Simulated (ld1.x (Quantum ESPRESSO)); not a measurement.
# Configuration tests for In (RRKJ)

indium, norm-conserving RRKJ (Kleinman–Bylander form), made with ld1.x (Quantum ESPRESSO) 7.5 (BP86, scalar-relativistic). Core [Kr] 4d10, reference 5s2 5p0.5 (charge +0.5). Waves: 5p (bound): rc 2.75 bohr; 5s (bound): rc 2.15 bohr. Local part: the s channel. Core correction: none.

Energies are relative to the spin-unpolarised reference configuration 5s2 5p0.5; without spin polarisation the order of configurations can differ from experiment. The frozen-core shift is the all-electron ΔE with the core orbitals held at their reference shape minus the fully relaxed ΔE.

Question: Give the all-electron excitation energy and the error of the potential for: 5s2 5p1; 5s2 5p0; 5s1 5p0; 5s1 5p1; 5s2 5p1.3; 5s1 5p2; 5s0 5p3.

Answer:

| valence configuration | charge | ΔE all-electron (eV) | error AE − PS (meV) | frozen-core shift (meV) |
| --- | --- | --- | --- | --- |
| 5s2 5p1 | 0 | -2.016 | +1.9 | +1.8 |
| 5s2 5p0 | +1 | 3.495 | +2.7 | +6.3 |
| 5s1 5p0 | +2 | 22.934 | +67 | +199 |
| 5s1 5p1 | +1 | 10.138 | +19 | +47 |
| 5s2 5p1.3 | -0.3 | -2.591 | +3.4 | +3.3 |
| 5s1 5p2 | 0 | 3.848 | +28 | +12 |
| 5s0 5p3 | 0 | 9.985 | +135 | +64 |

ld1.x printed “convergence not achieved” for 6 of the counted tests; their residual had stalled under 1e-8, short of the target of 1e-14.
